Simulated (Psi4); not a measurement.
Psi4 input (wB97X-D/6-31G*):

```
memory 1500 MB

molecule {
-1 1
C    -1.78609100    1.30561800    0.41318100
Si   -1.28160900   -0.22637400   -0.70504300
C    -2.09362700   -1.65222400    0.38964100
Si    0.84844000   -0.53972900    0.28796700
Cl    2.31483500    0.94675200   -0.25540800
H    -2.84030900    1.54976500    0.23797300
H    -1.20279800    2.19054300    0.14131100
H    -1.66003300    1.13510500    1.48928800
H    -3.17863800   -1.63177700    0.23495500
H    -1.91722000   -1.55840800    1.46861000
H    -1.74891400   -2.64259100    0.07475700
H     1.55805900   -1.81329000   -0.07473300
H     0.98033500   -0.51904300    1.79189700
symmetry c1
no_reorient
no_com
}

set {
  basis 6-31G*
  reference rks
  scf_type pk
  dft_radial_points 99
  dft_spherical_points 590
  e_convergence 1e-8
  d_convergence 1e-7
  maxiter 150
}

e = energy('wb97x-d')
print_out(f'\nFINAL {e:.10f} DIPOLE {variable("CURRENT DIPOLE")[0]:.6f} {variable("CURRENT DIPOLE")[1]:.6f} {variable("CURRENT DIPOLE")[2]:.6f}\n')
```

Output:

```
   => Loading Basis Set <=

    Name: 6-31G*
    Role: ORBITAL
    Keyword: BASIS
    atoms 1, 3 entry C          line   111 file 6-31gs.gbs
    atoms 2, 4 entry SI         line   268 file 6-31gs.gbs
    atoms 5    entry CL         line   340 file 6-31gs.gbs
    atoms 6-13 entry H          line    44 file 6-31gs.gbs

   => WB97X-D: Empirical Dispersion <=

    Chai and Head-Gordon Dispersion Correction
    Chai, J.-D.; Head-Gordon, M. (2010), J. Chem. Phys., 132: 6615-6620

        s6 =       1.000000

         ---------------------------------------------------------
                                   SCF
               by Justin Turney, Rob Parrish, Andy Simmonett
                          and Daniel G. A. Smith
                              RKS Reference
         ---------------------------------------------------------

  ==> Geometry <==

    Molecular point group: c1
    Full point group: C1

    Geometry (in Angstrom), charge = -1, multiplicity = 1:

       Center              X                  Y                   Z               Mass
    ------------   -----------------  -----------------  -----------------  -----------------
         C           -1.786091000000     1.305618000000     0.413181000000    12.000000000000
         SI          -1.281609000000    -0.226374000000    -0.705043000000    27.976926534650
         C           -2.093627000000    -1.652224000000     0.389641000000    12.000000000000
         SI           0.848440000000    -0.539729000000     0.287967000000    27.976926534650
         CL           2.314835000000     0.946752000000    -0.255408000000    34.968852682000
         H           -2.840309000000     1.549765000000     0.237973000000     1.007825032230
         H           -1.202798000000     2.190543000000     0.141311000000     1.007825032230
         H           -1.660033000000     1.135105000000     1.489288000000     1.007825032230
         H           -3.178638000000    -1.631777000000     0.234955000000     1.007825032230
         H           -1.917220000000    -1.558408000000     1.468610000000     1.007825032230
         H           -1.748914000000    -2.642591000000     0.074757000000     1.007825032230
         H            1.558059000000    -1.813290000000    -0.074733000000     1.007825032230
         H            0.980335000000    -0.519043000000     1.791897000000     1.007825032230

  Running in c1 symmetry.

  Rotational constants: A =      0.13817  B =      0.03897  C =      0.03393 [cm^-1]
  Rotational constants: A =   4142.26605  B =   1168.39516  C =   1017.07239 [MHz]
  Nuclear repulsion =  330.704664885236014

  Charge       = -1
  Multiplicity = 1
  Electrons    = 66
  Nalpha       = 33
  Nbeta        = 33

  ==> Algorithm <==

  SCF Algorithm Type is PK.
  DIIS enabled.
  MOM disabled.
  Fractional occupation disabled.
  Guess Type is SAD.
  Energy threshold   = 1.00e-08
  Density threshold  = 1.00e-07
  Integral threshold = 1.00e-12

  ==> Primary Basis <==

  Basis Set: 6-31G*
    Blend: 6-31G*
    Number of shells: 52
    Number of basis functions: 103
    Number of Cartesian functions: 103
    Spherical Harmonics?: false
    Max angular momentum: 2

  ==> DFT Potential <==

   => LibXC <=

    Version 7.1.2
    S. Lehtola, C. Steigemann, M. J. T. Oliveira, and M. A. L. Marques,  SoftwareX 7, 1–5 (2018) (10.1016/j.softx.2017.11.002)

   => Composite Functional: WB97X-D <=

    wB97X-D Hyb-GGA Exchange-Correlation Functional

    J.-D. Chai and M. Head-Gordon,  Phys. Chem. Chem. Phys. 10, 6615–6620 (2008) (10.1039/B810189B)

    Deriv               =              1
    GGA                 =           TRUE
    Meta                =          FALSE

    Exchange Hybrid     =           TRUE
    MP2 Hybrid          =          FALSE

   => Exchange-Correlation Functionals <=

    1.0000   wB97X-D range-separated functional

   => Exact (HF) Exchange <=

    0.7780            HF,LR [omega = 0.2000]
    0.2220               HF

   => LibXC Density Thresholds  <==

    XC_HYB_GGA_XC_WB97X_D:  1.00E-14

   => Molecular Quadrature <=

    Radial Scheme          =       TREUTLER
    Pruning Scheme         =           NONE
    Nuclear Scheme         =       TREUTLER

    Blocking Scheme        =         OCTREE
    BS radius alpha        =              1
    Pruning alpha          =              1
    Radial Points          =             99
    Spherical Points       =            590
    Total Points           =         710759
    Total Blocks           =           4917
    Max Points             =            256
    Max Functions          =             97
    Weights Tolerance      =       1.00E-15

  ==> Integral Setup <==

  Using in-core PK algorithm.
   Calculation information:
      Number of atoms:                  13
      Number of AO shells:              52
      Number of primitives:            143
      Number of atomic orbitals:       103
      Number of basis functions:       103

      Integral cutoff                 1.00e-12
      Number of threads:                 1

  Performing in-core PK
  Using 43038138 doubles for integral storage.
  We computed 770397 shell quartets total.
  Whereas there are 950131 unique shell quartets.

  Computing range-separated integrals for PK
  We computed 770397 wK shell quartets total.
  Whereas there are 950131 wK unique shell quartets.

  ==> DiskJK: Disk-Based J/K Matrices <==

    J tasked:                  Yes
    K tasked:                  Yes
    wK tasked:                 Yes
    Omega:               2.000E-01
    Schwarz Cutoff:          1E-12


  Cached 12.5% of DFT collocation blocks in 0.193 [GiB].

  Minimum eigenvalue in the overlap matrix is 3.9439174791E-03.
  Reciprocal condition number of the overlap matrix is 5.9903561221E-04.
    Using symmetric orthogonalization.

  ==> Pre-Iterations <==

  SCF Guess: Superposition of Atomic Densities via on-the-fly atomic UHF (no occupation information).

   -------------------------
    Irrep   Nso     Nmo
   -------------------------
     A        103     103
   -------------------------
    Total     103     103
   -------------------------

  ==> Iterations <==

                        Total Energy        Delta E     RMS |[F,P]|

   @RKS iter SAD: -1119.13562534211746   -1.11914e+03   0.00000e+00
   @RKS iter   1: -1119.93373725776246   -7.98112e-01   6.52348e-03 ADIIS/DIIS
   @RKS iter   2: -1120.04603348839942   -1.12296e-01   5.16820e-03 ADIIS/DIIS
   @RKS iter   3: -1120.19693806056398   -1.50905e-01   4.01236e-04 ADIIS/DIIS
   @RKS iter   4: -1120.19825058001061   -1.31252e-03   1.34988e-04 ADIIS/DIIS
   @RKS iter   5: -1120.19844432845957   -1.93748e-04   2.57874e-05 DIIS
   @RKS iter   6: -1120.19845725999471   -1.29315e-05   7.62615e-06 DIIS
   @RKS iter   7: -1120.19845859076759   -1.33077e-06   3.12651e-06 DIIS
   @RKS iter   8: -1120.19845881376386   -2.22996e-07   1.45715e-06 DIIS
   @RKS iter   9: -1120.19845885505924   -4.12954e-08   3.85096e-07 DIIS
   @RKS iter  10: -1120.19845886063626   -5.57702e-09   1.25643e-07 DIIS
   @RKS iter  11: -1120.19845886121402   -5.77757e-10   4.71433e-08 DIIS
  Energy and wave function converged.

  ==> Post-Iterations <==

   Electrons on quadrature grid:
      Ntotal   =   65.9999994607 ; deviation = -5.393e-07

    Orbital Energies [Eh]
    ---------------------

    Doubly Occupied:

       1A   -101.533756     2A    -66.126966     3A    -66.058589
       4A    -10.115851     5A    -10.110781     6A     -9.406431
       7A     -7.152180     8A     -7.146809     9A     -7.146638
      10A     -5.240689    11A     -5.169025    12A     -3.588004
      13A     -3.584290    14A     -3.581729    15A     -3.515031
      16A     -3.513859    17A     -3.510333    18A     -0.743076
      19A     -0.628655    20A     -0.604827    21A     -0.458315
      22A     -0.356115    23A     -0.330240    24A     -0.327046
      25A     -0.312703    26A     -0.305901    27A     -0.289725
      28A     -0.284425    29A     -0.247011    30A     -0.222515
      31A     -0.191626    32A     -0.157894    33A     -0.071339

    Virtual:

      34A      0.223163    35A      0.252429    36A      0.282724
      37A      0.314778    38A      0.334472    39A      0.342768
      40A      0.372605    41A      0.377935    42A      0.383161
      43A      0.403578    44A      0.415089    45A      0.424889
      46A      0.437492    47A      0.483213    48A      0.492921
      49A      0.525390    50A      0.574008    51A      0.593700
      52A      0.613399    53A      0.665135    54A      0.672204
      55A      0.707865    56A      0.711834    57A      0.753085
      58A      0.789879    59A      0.802637    60A      0.831735
      61A      0.855739    62A      0.865339    63A      0.912296
      64A      0.931499    65A      0.933349    66A      0.942867
      67A      0.956222    68A      1.005322    69A      1.053728
      70A      1.060013    71A      1.094877    72A      1.128995
      73A      1.137119    74A      1.144062    75A      1.147404
      76A      1.151768    77A      1.165403    78A      1.179456
      79A      1.194459    80A      1.201890    81A      1.213461
      82A      1.236168    83A      1.270446    84A      1.360727
      85A      1.421555    86A      1.506028    87A      1.535098
      88A      1.579977    89A      1.937804    90A      1.959133
      91A      2.000241    92A      2.007828    93A      2.328903
      94A      2.433171    95A      2.513353    96A      2.531871
      97A      2.536326    98A      2.552415    99A      3.147363
     100A      3.324669   101A      4.447265   102A      4.478244
     103A      4.533823

    Final Occupation by Irrep:
              A
    DOCC [    33 ]
    NA   [    33 ]
    NB   [    33 ]

  @RKS Final Energy: -1120.19845886121402

   => Energetics <=

    Nuclear Repulsion Energy =            330.7046648852360136
    One-Electron Energy =               -2216.3628447327046160
    Two-Electron Energy =                 825.8589645558517987
    DFT Exchange-Correlation Energy =     -60.3932352224417812
    Empirical Dispersion Energy =          -0.0060083471554469
    VV10 Nonlocal Energy =                  0.0000000000000000
    Total Energy =                      -1120.1984588612140215

Computation Completed

Properties will be evaluated at   0.000000,   0.000000,   0.000000 [a0]

Properties computed using the SCF density matrix

 Multipole Moments:

 ------------------------------------------------------------------------------------
     Multipole            Electronic (a.u.)      Nuclear  (a.u.)        Total (a.u.)
 ------------------------------------------------------------------------------------

 L = 1.  Multiply by 2.5417464519 to convert [e a0] to [Debye]
 Dipole X            :          0.1290122            0.0000057            0.1290179
 Dipole Y            :         -0.0977000            0.0000189           -0.0976811
 Dipole Z            :          1.0369993           -0.0000189            1.0369804
 Magnitude           :                                                    1.0495311

 ------------------------------------------------------------------------------------

FINAL -1120.1984588612 DIPOLE 0.129018 -0.097681 1.036980

*** Psi4 exiting successfully. Buy a developer a beer!
```

The dipole moment of an ion depends on the origin.

The geometry given is a B3LYP-D3(BJ)/def2-TZVP minimum.
